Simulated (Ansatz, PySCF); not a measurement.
Reaction R1 + R2 → P1 + P2, each structure at its B3LYP-D3(BJ)/def2-TZVP stationary point, reached from a drawn start (curvature not checked).
P1: Cl atom, charge 0, multiplicity 2.
P2: H2O (SMILES O), charge 0, multiplicity 1.
R1, OH (SMILES [OH]) (charge 0, multiplicity 2, Z-matrix in Å and degrees):
```
O
H 1 0.9767
```
R2: HCl (SMILES Cl), charge 0, multiplicity 1.

P less R. No zero-point or thermal terms; singlets are restricted closed shells; open shells are unrestricted; no spin–orbit coupling.

Correlated levels freeze the cores.

The values were computed with Ansatz (Gaussian orbitals); PySCF for M06-2X. No computed number here is a measurement.

```
level                reaction energy (eV)
-------------------  --------------------
SVWN5/def2-TZVPP                   -0.931
r2SCAN/def2-TZVPP                  -0.644
BHLYP/def2-TZVPP                   -0.667
M06-2X/def2-TZVPP                  -0.792
B2PLYP/def2-TZVPP                  -0.787
MP2/cc-pV(T+d)Z                    -0.891
MP2/cc-pV(Q+d)Z                       [?]
CCSD/cc-pV(Q+d)Z                      [?]
CCSD(T)/cc-pV(D+d)Z                   [?]
```

Question: Some entries are withheld; supply them.

Answer: 
- MP2/cc-pV(Q+d)Z, reaction energy (eV): -0.920
- CCSD/cc-pV(Q+d)Z, reaction energy (eV): -0.772
- CCSD(T)/cc-pV(D+d)Z, reaction energy (eV): -0.661

Ansatz is a first-principles code.
